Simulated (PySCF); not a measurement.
**Vibration and rotation of CeSe**

UHF-SCS-MP2 constants of CeSe, triplet, about 1.2 electrons in the 4f shell (Mulliken), real f orbitals that mix terms (basis Ce x2c-SVPall, Se x2c-SVPall; spin-free X2C with a Gaussian nucleus; PySCF 2.14; masses 139.9054 and 79.9165 u):

```
ωe              : 320.4 cm⁻¹
ωexe            : 0.237 cm⁻¹
Be              : 0.05426 cm⁻¹
αe              : 9.8e-05 cm⁻¹
D (centrifugal) : 6.22e-09 cm⁻¹
```

Question: Give the vibrational terms G(v) and spacings up to v = 3.

Answer: G(v) = ωe(v+½) − ωexe(v+½)².

```tsv
v	G(v) (cm⁻¹)	G(v) − G(v−1)	Bv (cm⁻¹)
0	160.1		0.05421
1	480.1	319.9	0.05411
2	799.5	319.5	0.05402
3	1118.5	319.0	0.05392
```

Correlated steps freeze 27 core orbitals. Spin–orbit coupling is left out, which matters for elements this heavy, above all for dissociation energies. With d or f electrons several states lie close, and the lowest PBE0 determinant need not be the measured ground state.
